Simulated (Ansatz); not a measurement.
Reaction (silylene formation by 1,1-elimination): `Cl[SiH2][GeH]1[CH2][O]1` → `[Cl][GeH]1[CH2][O]1` + `[SiH2]`

Calculated with Ansatz (gas phase, PBE0-D4/def2-TZVP geometries, no zero-point term in ΔE). CBS: MP2 limit from def2 TZ/QZ plus the TZ coupled-cluster correction, frozen cores. This one scheme is used for every species. For Ge outer-core shells are correlated without core-valence functions, which leaves a few kJ/mol of doubt a bond. Scalar relativity is left out up to krypton. One conformer a species, not always the lowest.

```json
{"species": "`Cl[SiH2][GeH]1[CH2][O]1`", "MP2/CBS(def2) energy (Eh)": "-2941.12630"}
{"species": "`[Cl][GeH]1[CH2][O]1`", "MP2/CBS(def2) energy (Eh)": "-2650.85170"}
{"species": "`[SiH2]`", "MP2/CBS(def2) energy (Eh)": "-290.15886"}
```

(1) Work out ΔE.

Largest T1 diagnostic among the species: 0.014.

Results:

(1) ΔE = (-2650.85170) + (-290.15886) − (-2941.12630) = 0.11574 Eh = +72.6 kcal/mol. CCSD(T)/CBS gives +67.7 kcal/mol.

From PBE to PBE0 (25 % exact exchange), in def2-TZVPP and without D4, ΔE moves by +1.5 kcal/mol. The D4 term adds +3.4 kcal/mol with B3LYP and +1.9 kcal/mol with PBE0; it sums over pairs of atoms, weighted by their polarisabilities, and B3LYP, whose exchange is more repulsive, gets the larger term.

B3LYP here is the variant with VWN-RPA as its local correlation; programs differ in this.
